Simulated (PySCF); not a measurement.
# Stationary points of PI₃

These are results of PBE0/[P def2-TZVP, I def2-TZVP with ECP28], scalar-relativistic core potentials, density fitting, no spin–orbit coupling, PySCF, not measurements.

Relaxations began from a few typed shapes. The search is not exhaustive: other isomers or separated fragments can lie lower, and high-lying points may rest on an excited occupation.

```csv
spin,group,bonds,angles,imaginary modes (cm⁻¹),ΔE (kJ/mol),ΔE with ZPE (kJ/mol)
singlet,C3v,P–I 2.448 Å (×3),I–P–I 102.6° (×3),none,0.0,0.0
singlet,C2v,"P–I 2.395 Å, P–I 2.614 Å (×2)","I–P–I 98.6° (×2), I–P–I 162.9°",264i,166.5,–
singlet,D3h,P–I 2.363 Å (×3),I–P–I 120.0° (×3),455i,207.7,–
```

The lowest minimum found is the singlet C3v: P–I 2.448 Å (×3); I–P–I 102.6° (×3).

Counting electrons, phosphorus keeps 2 of its valence electrons outside its bonds, so the VSEPR class is AX3E1 and the expected shape is trigonal pyramidal (C3v), as computed.
